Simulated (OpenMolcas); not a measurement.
# Computed transition rates of C I

| Property | Result |
| --- | --- |
| Program | OpenMolcas |
| Method | SS-RASPT2, IPEA 0.25 Eh, imaginary shift 0.1 Eh (closed shells correlated: 1s) |
| Basis | ANO-RCC-VQZP [5s4p3d2f1g] |
| Scalar Hamiltonian | DKH2, point nucleus |
| Active space | 4 electrons in 9 orbitals (RAS2 2s 2p; RAS3 3d, at most 2 electrons) |
| State averaging | 2S+1 = 3 even, 3 roots; 2S+1 = 1 even, 6 roots; 2S+1 = 5 odd, 1 root; 2S+1 = 3 odd, 8 roots |
| Spin-orbit coupling | state interaction with AMFI integrals over the reference wave functions, term energies averaged over their components |

Rates come from the transition moments of the reference wave functions (E1 and E2 in the length form). At fixed line strength A goes as λ^-3 for E1 and M1 and as λ^-5 for E2, so a rate at the computed wavelength can be rescaled to the measured one. Measured vacuum wavelengths follow from level energies in NIST Handbook of Basic Atomic Spectroscopic Data. Branching counts decays inside the model space alone, at computed energies, and the table is only a selection of the E2 and M1 lines, drawn from those between levels with measured partners whose computed energy lies within a factor of 1.5 of the measured one.

```json
{"Upper": "2s2 2p2 1S0", "Lower": "2s2 2p2 1D2", "Type": "E2", "λ computed (nm)": "886.8", "λ measured (nm)": "873", "A computed (s-1)": "4.55e-01", "A rescaled (s-1)": "4.92e-01", "Branching %": "99.5"}
{"Upper": "2s2 2p2 1D2", "Lower": "2s2 2p2 3P2", "Type": "M1", "λ computed (nm)": "970.2", "λ measured (nm)": "985.3", "A computed (s-1)": "1.80e-04", "A rescaled (s-1)": "", "Branching %": "74.5"}
{"Upper": "2s2 2p2 1D2", "Lower": "2s2 2p2 3P1", "Type": "M1", "λ computed (nm)": "967.4", "λ measured (nm)": "982.7", "A computed (s-1)": "6.06e-05", "A rescaled (s-1)": "", "Branching %": "25.1"}
```

Spin-changing lines and M1 lines between different terms are not rescaled, since their strength hangs on the term gaps too.

The largest correction is for 2s2 2p2 1S0 → 2s2 2p2 1D2 (E2): 4.55e-01 × (886.8 / 873)^5 = 4.92e-01 s-1, a factor of 1.08.

The computed rate and branching of 2s2 2p2 1S0 → 2s2 2p2 1D2 give the upper level a radiative lifetime of 0.995 / 4.55e-01 s-1 = 2.19e+00 s, counting decays inside the model space alone. The rescaled rate gives about 2.0e+00 s.

No measured rate stands beside these. Rescaling mends the energy factor alone: line strengths can still be far off where a level mixes with configurations outside the active space, and weak or spin-changing lines hang on small mixing coefficients that depend on the term gaps too, so rescaling need not improve them.

CASPT2 does not keep the components of a term degenerate, so their means are used; among the terms shown or strongly mixed into the levels shown the widest spread is 31 cm-1 (2s2 2p2 1D). Active for correlation alone: 3d; no level in the range computed is led by a configuration that fills it, so any true level of that kind is missing. Measured partners are found by configuration, term and J. A level has none where our copy of the source lacks it or the pairing is in doubt (some pairs that miss far off the trend of their configuration count as doubtful). Only configurations of the active space appear.
